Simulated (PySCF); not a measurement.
**Working out the ionisation energy of Ni(2+)**

Ni(2+) [Ar] 3d8 (3F) → Ni(3+) [Ar] 3d7 (4F). All numbers are calculated (PySCF 2.14, scalar relativity by spin-free X2C-1e, in x2c-TZVPPall (6s5p4d2f1g, 64 functions)). Frozen: [Ne]. Energies in hartree (1 hartree = 27.21139 eV):

```tsv
part	Ni(2+) (lower)	Ni(3+) (upper)
UHF	-1518.235296	-1517.037231
MP2 opposite-spin	-0.392307	-0.323993
MP2 same-spin	-0.187301	-0.153816
```

Problem. What does Hartree-Fock give?

Solution. (-1517.037231) − (-1518.235296) = 1.198065 hartree = 32.601 eV.

Problem. What do MP2 and SCS-MP2 (6/5 opposite-spin, 1/3 same-spin) give?

Solution. The opposite-spin parts differ by 1.859 eV and the same-spin parts by 0.911 eV. MP2: 32.601 + (1.859) + (0.911) = 35.371 eV. SCS-MP2: 32.601 + 1.2 × (1.859) + (0.911)/3 = 35.135 eV.

A first-order spin-orbit estimate adds -0.013 eV to MP2 (valence and next inner shell), giving 35.358 eV against 35.187 ± 0.019 eV (measured; NIST Atomic Spectra Database, ionization energies).

What remains against the reference includes basis incompleteness, the frozen core and correlation beyond second order.
